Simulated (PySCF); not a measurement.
CH10O2Si3, SMILES O(C)[SiH2][SiH2]O[SiH3] (GFN2-xTB optimised geometry):

```
16

C      2.914    -2.288    -0.061
O      2.006    -1.232    -0.039
Si     0.381    -1.324    -0.038
Si    -0.122     0.900     0.000
O     -1.750     0.900     0.000
Si    -3.256     1.482     0.000
H      2.779    -2.932     0.811
H      3.923    -1.875    -0.051
H      2.780    -2.893    -0.961
H     -0.066    -2.159     1.098
H     -0.069    -2.120    -1.201
H      0.280     1.678     1.184
H      0.279     1.716    -1.158
H     -3.825     1.117     1.296
H     -3.218     2.932    -0.178
H     -3.923     0.817    -1.117
```

Method: B3LYP/def2-TZVP run with PySCF.

Question: What are the frontier orbital energies and the dipole moment?

Answer: HOMO-2 -8.23 eV, HOMO-1 -7.90 eV, HOMO -7.71 eV, LUMO -0.99 eV, LUMO+1 0.14 eV; dipole moment 0.91 D.

Meta-Löwdin charges at B3LYP/def2-TZVP: C1 -0.10, O2 -0.63, Si3 0.65, Si4 0.68, O5 -0.86, Si6 0.80, H7 0.10, H8 0.12, H9 0.10, H10 -0.13, H11 -0.13, H12 -0.12, H13 -0.12, H14 -0.13, H15 -0.13, H16 -0.12.
